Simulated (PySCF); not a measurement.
# Rb₃: fields on a plane

Computed with PySCF, UPBE0, basis Rb def2-TZVP with ECP28 (scalar-relativistic core potentials, no spin–orbit coupling, density fitting).

The doublet minimum has Rb–Rb 4.493 Å (×2); Rb–Rb–Rb 79.4°.

The plane holds Rb1 at (0.00, 0.00), Rb2 at (4.49, 0.00), Rb3 at (0.82, 4.42) Å. Columns run from x = -1.95 to 6.75 Å, rows from y = 6.75 (top) to -1.95 Å, in steps of 0.3 Å. Other isomers or separated fragments may lie lower. Core electrons replaced by a potential are absent, the electrostatic potential uses the reduced nuclear charge, and values within about 0.7 Å of such atoms have no physical meaning.

Question: Give the electron localisation function (set to 0 where the density is under 0.005 e/Å³). Lower edges of the bins: '0' 0.000, '1' 0.092, '2' 0.184, '3' 0.276, '4' 0.368, '5' 0.460, '6' 0.551, '7' 0.643, '8' 0.735, '9' 0.827; top 0.92.

Answer: 
```
000000021111000000000000000000
000002100000110000000000000000
000010001110001000000000000000
000200123432100000000000000000
003101257876420000000000000000
052002689999741000000000000000
052014899899962000000000000000
751015996019983000000000000000
752015993008983000000000000000
862014898369972000000000000000
874102799999851001200000000000
986201368988520012300000000000
998410123443100124430000000000
999841000000001355542000000000
999975211001124676532110000000
888765433334678876321000000000
654211111246889874100000000000
310000000013689851000010000000
100012332101378620013454210010
000257887410147410157888631000
002689999841025201489999862001
014899779972014102799779984101
015897007983013103897007985101
015897007983013103897007985101
014899779972014102799779984101
003689999851025201489999862001
001468888520037410157888631010
000134554100158721013443210010
000001110000379862100110000100
000000000002699986311000012000
```

Question: Give the spin density (e/Å³) (cut at ±0.5 e/Å³). Every second row and column.

Answer: 
```
0.00 0.00 0.00 0.00 0.00 0.00 0.00 0.00 0.00 0.00 0.00 0.00 0.00 0.00 0.00
0.00 0.00 0.00 0.00 0.00 0.01 0.00 0.00 0.00 0.00 0.00 0.00 0.00 0.00 0.00
0.00 0.00 0.01 0.00 0.00 0.00 0.00 0.00 0.00 0.00 0.00 0.00 0.00 0.00 0.00
0.00 0.01 0.01 0.00 0.01 0.00 0.00 0.00 0.00 0.00 0.00 0.00 0.00 0.00 0.00
0.00 0.01 0.01 0.00 0.01 0.00 0.00 0.00 0.00 0.00 0.00 0.00 0.00 0.00 0.00
0.00 0.01 0.01 0.00 0.00 0.00 0.00 0.00 0.00 0.00 0.00 0.00 0.00 0.00 0.00
0.00 0.01 0.01 0.01 0.00 0.00 0.00 0.00 0.00 0.00 0.00 0.00 0.00 0.00 0.00
0.00 0.01 0.01 0.01 0.00 0.00 0.00 0.00 0.00 0.00 0.00 0.00 0.00 0.00 0.00
0.00 0.00 0.00 0.00 0.00 0.00 0.00 0.00 0.00 0.00 0.00 0.00 0.00 0.00 0.00
0.00 0.00 0.00 0.00 0.00 0.00 0.00 0.00 0.00 0.00 0.00 0.00 0.00 0.00 0.00
0.00 0.00 0.00 0.00 0.00 0.00 0.00 0.00 0.00 0.00 0.00 0.00 0.00 0.01 0.00
0.00 0.00 0.00 0.00 0.00 0.00 0.00 0.00 0.00 0.00 0.00 0.00 0.00 0.00 0.00
0.00 0.00 0.00 0.00 0.00 0.00 0.00 0.01 0.01 0.00 0.01 0.02 0.00 0.00 0.00
0.00 0.00 0.00 0.00 0.00 0.00 0.00 0.01 0.01 0.01 0.00 0.00 0.00 0.00 0.00
0.00 0.00 0.00 0.00 0.00 0.00 0.00 0.01 0.01 0.01 0.01 0.01 0.01 0.00 0.00
```
